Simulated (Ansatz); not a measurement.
`[InH2][I]` + `FC[SiH2]CF` → `F[CH2][InH][I]` + `FC[SiH3]`  (redistribution)

Gas-phase electronic energies from Ansatz, PBE0-D4/def2-TZVP geometries. CBS: MP2 limit from def2 TZ/QZ plus the TZ coupled-cluster correction, frozen cores. Functionals use def2-TZVPP. B3LYP here is the variant with VWN-RPA as its local correlation; programs differ in this. Elements past krypton have def2 core potentials. For I, In outer-core shells are correlated without core-valence functions, which leaves a few kJ/mol of doubt a bond. Each species was taken in one conformer, which may not be the lowest.

| level | ΔE (kJ/mol) | difference from CCSD(T)/CBS |
| --- | --- | --- |
| PBE-D4 | 12.8 | 0.8 |
| r2SCAN-D4 | 15.9 | 3.9 |
| PBE0-D4 | 16.7 | 4.7 |
| B3LYP-D4 | 14.3 | 2.3 |
| ωB97X-V | 18.4 | 6.4 |
| ωB97M-V | 19.1 | 7.1 |
| B2PLYP | 12.5 | 0.5 |
| PBE | 11.7 | -0.3 |
| r2SCAN | 15.6 | 3.6 |
| PBE0 | 15.9 | 3.9 |
| B3LYP | 12.8 | 0.8 |
| HF/def2-TZVPP | 21.6 | 9.6 |
| MP2/def2-TZVPP | 9.7 | -2.3 |
| SCS-MP2/def2-TZVPP | 10.8 | -1.2 |
| CCSD/def2-TZVPP | 14.4 | 2.4 |
| CCSD(T)/def2-TZVPP | 12.8 | 0.8 |
| HF/def2-QZVPP | 21.3 | 9.3 |
| MP2/def2-QZVPP | 9.2 | -2.8 |
| SCS-MP2/def2-QZVPP | 10.5 | -1.5 |
| HF/CBS(def2) | 21.2 | 9.2 |
| MP2/CBS(def2) | 8.9 | -3.1 |
| CCSD/CBS(def2) | 13.5 | 1.5 |
| CCSD(T)/CBS | 12.0 | 0 |

Largest T1 diagnostic among the species: 0.012.

From PBE to PBE0 (25 % exact exchange), in def2-TZVPP and without D4, ΔE moves by +4.2 kJ/mol. In def2-TZVPP, CCSD(T) changes the Hartree–Fock value by −8.7 kJ/mol (the triples alone add −1.5 kJ/mol) and MP2 by −11.8 kJ/mol.
